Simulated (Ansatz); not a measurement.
`C[SiH2]C1C=N1` → `[SiH3]C1C=N1` + `[CH2]` (triplet) at 700 K and 1 bar (formal loss of a carbene).

Gas-phase electronic energies from Ansatz, PBE0-D4/def2-TZVP geometries. CCSD(T)/CBS adds triple-zeta CCSD(T) − MP2 to the extrapolated MP2 energy (def2 sets, frozen cores). This one scheme is used for every species. Triplets are unrestricted, without spin–orbit coupling. One conformer a species, not always the lowest.

| species | CCSD(T)/CBS energy (Eh) | H − E (kJ/mol) | S (J/(mol·K)) |
| --- | --- | --- | --- |
| `C[SiH2]C1C=N1` | -462.07352 | 316.0 | 468.8 |
| `[SiH3]C1C=N1` | -422.79559 | 220.9 | 400.4 |
| `[CH2]` (triplet) | -39.09499 | 70.4 | 226.8 |

H − E and S are ideal-gas, rigid-rotor, harmonic terms from PBE0-D4/def2-TZVP, for one conformer and one mirror image of each species, with the whole ground term of open shells counted as degenerate. 1 Eh = 2625.50 kJ/mol, R = 8.31446 J/(mol·K).

Q: By hand: ΔE, ΔH, ΔS and ΔG.

A: ΔE = (-422.79559) + (-39.09499) − (-462.07352) = 0.18294 Eh = 480.3 kJ/mol. Δ(H − E) = 220.9 + 70.4 − 316.0 = -24.7, so ΔH = 455.6 kJ/mol. ΔS = 400.4 + 226.8 − 468.8 = 158.4 J/(mol·K). ΔG = 455.6 − 700 × (158.4)/1000 = 344.7 kJ/mol.

Q: By hand: the equilibrium constant, and the temperature at which ΔG would vanish if ΔH and ΔS stayed fixed.

A: log₁₀ K = −ΔG/(RT ln 10) = -25.7. ΔG = 0 at ΔH/ΔS = 2876 K, far beyond where these terms or the molecules hold.

The number of gas molecules changes by +1, which sets the sign of ΔS. A doubt of 5 kJ/mol in ΔE shifts log₁₀ K by 0.4 here. Other conformers and mirror images would add mixing entropy, several J/(mol·K) or more a flexible species. Modes under 60 cm⁻¹, often nearly free rotors, make the harmonic entropy too high. A triplet takes part, so the spin changes. These are equilibria of isolated gas molecules and say nothing of rates. Largest T1 diagnostic: 0.012 (customary marks: 0.02 for closed shells, 0.045 for open ones).
